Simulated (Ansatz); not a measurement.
```yaml
crystal:
  periodic: [false, false, false]
  atoms:
    - {symbol: C, position_ang: [0.450244, -1.721752, -0.196019]}
    - {symbol: O, position_ang: [-0.037555, -0.469836, -0.582508]}
    - {symbol: W, position_ang: [-0.408558, 1.231581, 0.007714]}
    - {symbol: F, position_ang: [-2.209776, 0.747663, 0.082989]}
    - {symbol: D, position_ang: [-0.176824, 2.443828, -1.690275]}
    - {symbol: Cl, position_ang: [-0.952475, 2.708009, 1.674337]}
    - {symbol: Cl, position_ang: [1.675522, 1.138159, 1.003228]}
    - {symbol: H, position_ang: [-0.294287, -2.247936, 0.406818]}
    - {symbol: H, position_ang: [1.364674, -1.579453, 0.390182]}
    - {symbol: H, position_ang: [0.672136, -2.301462, -1.093366]}
basis:
  gaussian: {orbitals: def2-mTZVP, final_grid: {core_spheres: 20, valence_spheres: 16, degree: 47}}
hamiltonian: {xc: {name: r2SCANh}}
```

```sh
$ ansatz run in.yaml --threads 2 --pin off --events-out ev --progress --plain --max-ram 32768MiB --backend cpu
```

Shortened log:

```
Error: YAML parse error: error: line 8 column 16: `D` is not an element symbol (H … Og, case-exact)
 6 |     - {symbol: W, position_ang: [-0.408558, 1.231581, 0.007714]}
 7 |     - {symbol: F, position_ang: [-2.209776, 0.747663, 0.082989]}
 8 |     - {symbol: D, position_ang: [-0.176824, 2.443828, -1.690275]}
 9 |     - {symbol: Cl, position_ang: [-0.952475, 2.708009, 1.674337]}
10 |     - {symbol: Cl, position_ang: [1.675522, 1.138159, 1.003228]}
```

(1) What is wrong with this run?

Answers

(1) An element symbol is wrong. The input was rejected before any iteration.
